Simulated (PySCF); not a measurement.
# How methods differ on the ionisation energy of Ho⁵⁴⁺

Ho⁵⁴⁺ [Ne] 3s2 3p1 (2P) → Ho⁵⁵⁺ [Ne] 3s2 (1S), as a difference of total energies. Computed with PySCF 2.14 in an uncontracted even-tempered set (17 s from 13 bohr⁻², ratio 2.5; 12 p from 17 bohr⁻², ratio 2.5; 4 d from 65 bohr⁻², ratio 2.7; 4 f from 97 bohr⁻², ratio 2.7), with the spin-free X2C one-electron Hamiltonian (Gaussian nucleus). Correlated levels: outer shells: 1s2 frozen; virtual orbitals above 40 to 60 times the deepest correlated orbital energy dropped. The calculations carry no spin-orbit coupling.

```json
{"method": "UHF", "ionisation energy (eV)": "5103.7"}
{"method": "MP2 (outer shells)", "ionisation energy (eV)": "5104.3"}
{"method": "SCS-MP2 (outer shells)", "ionisation energy (eV)": "5104.1"}
{"method": "CCSD (outer shells)", "ionisation energy (eV)": "5104.3"}
{"method": "CCSD(T) (outer shells)", "ionisation energy (eV)": "5104.3"}
```

A first-order spin-orbit estimate (lowest level to lowest level, LS coupling) adds 141.8 eV.

Breit and QED terms and the two-electron picture change are absent.

First order in ζ underestimates the shift of j = l − 1/2 levels at high Z.

For comparison: 5258 ± 5 eV (theoretical estimate listed by NIST; NIST Atomic Spectra Database, ionization energies).
